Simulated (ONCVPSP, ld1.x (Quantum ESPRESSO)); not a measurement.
## Potentials for Br compared

Generated with ld1.x 7.5 (TM, RRKJ, ultrasoft, PAW), atompaw 4.2 or ONCVPSP 4.0.1. The cutoff is in Ry: for ld1.x and atompaw files where the sum of valence levels is converged to 10 mRy in a Bessel basis, for ONCV files where the hardest occupied wave has 1 mHa per electron of residual kinetic energy. The error is the largest all-electron minus pseudo excitation energy over each file’s own four to seven test configurations (ionisations up to +4, promotions, holes and added fractions of an electron), all of which were solved. The labels leave out finer settings (local radius, basis sizes, second energies), which also bear on the numbers. Spin-polarised tests are not counted. The rows are a selection from randomly drawn settings: files with unsolved tests, undetermined cutoffs or missed reference levels are left out.

```tsv
potential	cutoff (Ry)	largest error (meV)	bound ghosts
ONCV, PBE, scalar-relativistic, rc 1.00/0.80/0.50 (spd), local smoothed, core correction yes, reference 3s2 3p6 3d10 4s1.5 4p5.5, qcut 14.7/18.8/17.4, projectors 2/2/2	1414	+26	none
ONCV, PBE, scalar-relativistic, rc 0.95/0.80/0.85 (spd), local smoothed, core correction yes, reference 3s2 3p6 3d10 4s2 4p4, qcut 15.5/16.6/21.3, projectors 2/2/2	348	-4.4	none
ONCV, PBE, scalar-relativistic, rc 0.70/0.85/1.10/0.90 (spdf), local smoothed, core correction yes, reference 3s2 3p6 3d10 4s2 4p5, qcut 18.3/13.6/12.7/14.3, projectors 2/3/3/1	249	-19	none
```

Fill in the row for Br: ONCV, PBEsol, scalar-relativistic, rc 1.45/1.80 (sp), local s, core correction no, reference 4s2 4p5, qcut 4.4/4.1, projectors 0/2.

cutoff 64 Ry, largest error -50 meV, bound ghosts: none.

Fill in the row for Br: TM, PW91, fully relativistic, rc 1.40/1.30/1.40 (spd), local d, core correction yes, reference 4s2 4p2.

cutoff 55 Ry, largest error -34 meV, bound ghosts: none.

Fill in the row for Br: ONCV, PBEsol, scalar-relativistic, rc 1.05/0.90/0.70 (spd), local smoothed, core correction yes, reference 3s2 3p6 3d10 4s2 4p5, qcut 11.3/12.3/21.1, projectors 2/2/2.

cutoff 380 Ry, largest error -4.2 meV, bound ghosts: none.
